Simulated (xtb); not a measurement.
C3H5, SMILES [C](C)=C (connectivity only; charge and spin as stated), charge +1, multiplicity 1. All values are semi-empirical tight-binding results from xtb (GFN2-xTB unless named), good for trends rather than for accurate numbers. The structure is a stationary point at GFN2-xTB. The spin state was assumed, not searched. The isomer is the one that the SMILES or the coordinates give; other isomers of the formula were not compared.

A frequency run showed that this geometry is not a minimum.

```
Quantity                                        Result
--------------------------------------  --------------
orbital gap                                    3.15 eV
static polarisability (D4 model)            32.3 bohr³
solvation energy, GFN2-xTB/ALPB(water)  -65.0 kcal/mol
solvation energy, GFN2-xTB/ALPB(ether)  -54.0 kcal/mol
```

Computed IR lines (harmonic; lines under 4 % of the strongest left out, lines within 3 cm⁻¹ merged):
ν (cm⁻¹): 315 (w), 802 (m), 844 (m), 1019 (m), 1140 (m), 1243 (m), 1264 (w), 1356 (w), 2024 (vs), 2860 (m), 2947 (m), 2953 (m), 2973 (w), 2998 (m) (against the strongest line: vs over 80 %, s over 45 %, m over 15 %, w over 4 %, vw less). 1 imaginary mode(s) remain.
